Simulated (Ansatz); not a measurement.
(KH)3 ring (K3H3) was relaxed with r2SCAN-D4 (def2-TZVP) in Ansatz in these states: charge +1 doublet, neutral singlet. The geometries follow in no particular order.

A:

```xyz
6

K     1.430    1.996   -0.501
H     2.146   -0.289   -1.105
K     0.782   -2.293   -0.638
H    -1.387   -1.937    0.486
K    -2.212    0.298    1.139
H    -0.759    2.225    0.618
```

B:

```tsv
atom	x (Å)	y (Å)	z (Å)
K1	-1.692	-1.803	2.013
H2	-1.157	-3.054	-0.877
K3	3.330	5.432	-1.628
H4	-0.869	-2.375	-0.760
K5	0.833	1.828	0.174
H6	-0.446	-0.028	1.077
```

Question: Judge from the bond lengths which geometry belongs to which state (an estimate).

Answer: A is the neutral singlet (H2–K3 2.469 Å, K3–H4 2.469 Å, K1–K3 4.340 Å); B is the charge +1 doublet (H2–K3 9.628 Å, K3–H4 8.907 Å, K1–K3 9.530 Å).

In the charge 1 doublet, H2 and H4 lie 0.75 Å apart (atoms count from 1), so H2 has formed as a molecule.
